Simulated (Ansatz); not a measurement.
C3H10OSi2, SMILES [SiH3][C@@H]1OC[Si@@H]1C.

Geometry optimised at PBE0-D3(BJ)/def2-SVP. The structure was generated by enumeration; whether it is a known compound was not checked.

Two levels are set side by side: PBE/def2-SVPD (Ansatz, an electronic-structure program) and CAM-B3LYP/def2-SVPD (Ansatz). Energy differences of separate SCF runs at the same geometry; the states with an electron removed or added have multiplicity 2 and 2. Differences are taken from unrounded values.

| quantity | CAM-B3LYP | PBE | PBE minus CAM-B3LYP |
|---|---|---|---|
| vertical ionisation energy (eV) | 9.06 | 8.63 | -0.43 |
| vertical singlet–triplet gap (eV) | 5.97 | 5.24 | -0.73 |
